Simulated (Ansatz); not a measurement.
`F[Si](F)(Cl)Cl` at its PBE0-D4/def2-TZVP geometry, where that method's forces vanish. Charge 0, multiplicity 1.

```xyz
5

F     0.1711   -0.7223    1.4384
Si    0.0148   -0.0764    0.0154
F     0.2057   -1.2158   -1.0486
Cl   -1.8283    0.6977   -0.1639
Cl    1.4367    1.3168   -0.2413
```

(1) What forces (eV/Å) does ωB97M-V/def2-TZVPP give on these atoms in Ansatz 0.2.0? (Best estimate.)

Results:

(1) Ansatz gave: 
```
F1   0.013 -0.051  0.141
Si2 -0.019  0.098 -0.020
F3   0.017 -0.101 -0.111
Cl4 -0.046  0.019 -0.004
Cl5  0.036  0.035 -0.006
```
